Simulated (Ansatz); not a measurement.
The same path of C2H7Al + CH4 (15 atoms, charge 0, multiplicity 1) was run twice with different band settings. Lost on the way: Al1–H2, H5–C6. Made: Al1–C6, H2–H5.

Computed with RKS B3LYP/def2-SVP (Ansatz 0.2.0).

Relaxed end points:

```xyz
15
Properties=species:S:1:pos:R:3
Al 0.656 -0.532 -0.810
H 1.847 0.382 -1.348
C 1.012 -1.748 0.696
C -1.062 -0.542 -1.767
H 0.494 2.025 0.476
C -0.308 2.031 1.232
H 1.621 -2.604 0.350
H 0.099 -2.166 1.150
H 1.599 -1.261 1.494
H -1.075 -1.385 -2.485
H -1.926 -0.691 -1.097
H -1.234 0.376 -2.353
H -1.089 2.739 0.920
H -0.752 1.031 1.346
H 0.117 2.344 2.196
```

```xyz
15
Properties=species:S:1:pos:R:3
Al -0.179 -0.116 0.097
H 1.869 0.769 -1.157
C 0.956 -1.551 0.831
C -1.125 -0.388 -1.612
H 1.666 1.397 -0.776
C -0.591 1.470 1.196
H 1.480 -2.129 0.049
H 0.331 -2.278 1.384
H 1.712 -1.183 1.546
H -0.594 -1.069 -2.300
H -2.116 -0.845 -1.424
H -1.319 0.556 -2.151
H -0.869 2.355 0.598
H -1.458 1.253 1.849
H 0.236 1.759 1.868
```

Common settings: movable images 5; climbing image yes; spring 5.0 eV/Å²; optimiser quadratic models (default); force threshold 0.05 eV/Å; iteration limit 60; end points relaxed.

| run | start path |
| --- | --- |
| 1 | through a guess of the saddle point |
| 2 | straight line |

(1) What does each run give, and how far can it be trusted?

Answers

(1) Run 1: converged after 10 iterations, highest image 1.459 eV above the first end. Neighbouring images differ by up to 1.2 eV, so the band resolves the path poorly. A vibrational analysis at the climbing image gives one clearly imaginary mode, 1292i cm⁻¹: a first-order saddle point.
Run 2: converged after 13 iterations, highest image 1.460 eV above the first end. Another band between the same ends (5 images) ends at a top of the same energy, where a vibrational analysis finds 1 clearly imaginary mode.
The orbitals stay closed-shell, which can raise the energy where a bond breaks towards radicals; this wasn't checked here.
